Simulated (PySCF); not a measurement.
# Spin states and ions at one geometry of [AuH2]−

PySCF 2.14.0, RKS PBE0, Au def2-SVP with ECP60, H def2-SVP; non-relativistic Hamiltonian with scalar-relativistic core potentials where named; density fitting; no spin-orbit coupling; singlets restricted, open shells unrestricted. The geometry is relaxed for charge -1, singlet, vacuum:

```xyz
3

Au    0.0000    0.0000    0.0000
H     0.0000    0.0000    1.6665
H     0.0000    0.0000   -1.6665
```

Energies count from the relaxed state; an electron taken off or put on is at rest in vacuum. Charges and spins are Mulliken's.

```tsv
state	energy (eV)	spin squared	charge on Au1 (e)	spin on Au1 (e)	dipole about the centre of mass (D)
charge -1, singlet, vacuum	0.00	0.00	-0.56	0.00	0.00
charge 0, doublet, vacuum	3.37	0.77	-0.10	-0.14	0.00
```

Question: What does the state charge -1, triplet, vacuum give?

Answer: energy (eV) 4.54, spin squared 2.00, charge on Au1 (e) -0.65, spin on Au1 (e) 1.99, dipole about the centre of mass (D) 0.00.

With an electron taken off (doublet) the charges change, summed by element, by Au +0.46 e, H +0.54 e. The vertical ionisation energy is 3.37 eV, against −ε(HOMO) = 1.14 eV of the relaxed state. The level lies 2.2 eV too high, as is usual for semilocal functionals and global hybrids, which keep a self-interaction error.

Open shells may have lower solutions than those found.
